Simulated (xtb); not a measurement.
H$_{3}$Ga, singlet, geometry from GFN2-xTB (such geometries of metal compounds can be far from the true shape); GFN1-xTB with ALPB(toluene) (xtb).

xtb was given this input:
```
$ xtb mol.xyz --gfn 1 --alpb toluene --json

# file mol.xyz
4

Ga     0.00000000    -0.00000000     0.00000000
H      0.66218224    -0.42756453     1.35383279
H     -0.30059287     1.51137788    -0.28202977
H     -0.36158937    -1.08381336    -1.07180302
```

### Question
What does xtb print? Leave out banner, timings and long lists.

### Answer

```
   ID    Z sym.   atoms
    1   31 Ga     1
    2    1 H      2-4

           -------------------------------------------------
          |                Calculation Setup                |
           -------------------------------------------------

           -------------------------------------------------
          |                 G F N 1 - x T B                 |
           -------------------------------------------------

      * Solvation model:               ALPB
        Solvent                        toluene
        Parameter file                 internal GFN1-xTB/ALPB
        Dielectric constant                2.3741E+00
        Reference state                gsolv [1 M gas/solution]
        Free energy shift                  3.5550E-03 Eh       2.2308E+00 kcal/mol
        Temperature                        2.9815E+02 K
        Density                            8.6700E-01 kg/L
        Solvent mass                       9.2140E+01 g/mol
        Interaction kernel             P16
        Born radius scaling (c1)           1.4996E+00
        Born radii integrator          GBOBC
        Born offset                        0.0000E+00 a0       0.0000E+00 AA
        H-bond correction              false
        Ion screening                  false
        Surface tension                    1.0000E-05 Eh       1.5569E+01 dyn/cm
        Grid points                               230 per atom

          ...................................................
          :                      SETUP                      :
          :.................................................:
          :  # basis functions                  16          :
          :  # atomic orbitals                  15          :
          :  # shells                            9          :
          :  # electrons                         6          :
          :  # halogen bonds                     0          :
          :  max. iterations                   250          :
          :  Hamiltonian                  GFN1-xTB          :
          :  restarted?                      false          :
          :  GBSA solvation                   true          :
          :  PC potential                    false          :
          :  electronic temp.          300.0000000     K    :
          :  accuracy                    1.0000000          :
          :  -> integral cutoff          0.2500000E+02      :
          :  -> integral neglect         0.1000000E-07      :
[...]
         :: total energy              -2.935312206320 Eh    ::
[...]
         3        2.0000           -0.4547620             -12.3747 (HOMO)
         4                         -0.1952121              -5.3120 (LUMO)
         5                         -0.1733883              -4.7181
         6                         -0.1122696              -3.0550
         7                         -0.1122696              -3.0550
         8                         -0.1011622              -2.7528
         9                         -0.1011622              -2.7528
        10                         -0.0572193              -1.5570
        11                         -0.0572193              -1.5570
        12                         -0.0488322              -1.3288
        13                          0.1570166               4.2726
        14                          0.8147932              22.1717
        15                          0.8147932              22.1717
      -------------------------------------------------------------
                  HL-Gap            0.2595499 Eh            7.0627 eV
             Fermi-level           -0.3249871 Eh           -8.8433 eV

  Mulliken/CM5 charges         n(s)   n(p)   n(d)
     1Ga    0.36374  0.20019   1.293  1.284  0.059
     2H    -0.12125 -0.06673   1.121  0.000  0.000
     3H    -0.12125 -0.06673   1.121  0.000  0.000
     4H    -0.12125 -0.06673   1.121  0.000  0.000

Wiberg/Mayer (AO) data.
largest (>0.10) Wiberg bond orders for each atom

 ---------------------------------------------------------------------------
     #   Z sym  total        # sym  WBO       # sym  WBO       # sym  WBO
 ---------------------------------------------------------------------------
     1  31 Ga   2.699 --     3 H    0.900     2 H    0.900     4 H    0.900
     2   1 H    0.988 --     1 Ga   0.900
     3   1 H    0.988 --     1 Ga   0.900
     4   1 H    0.988 --     1 Ga   0.900
 ---------------------------------------------------------------------------

Topologies differ in total number of bonds
Writing topology from bond orders to xtbtopo.mol

 dipole moment from electron density (au)
     X       Y       Z
  -0.0000   0.0000   0.0000  total (Debye):    0.000

           -------------------------------------------------
          | TOTAL ENERGY               -2.935312206320 Eh   |
          | GRADIENT NORM               0.009037882605 Eh/α |
          | HOMO-LUMO GAP               7.062713515092 eV   |
           -------------------------------------------------

normal termination of xtb
```
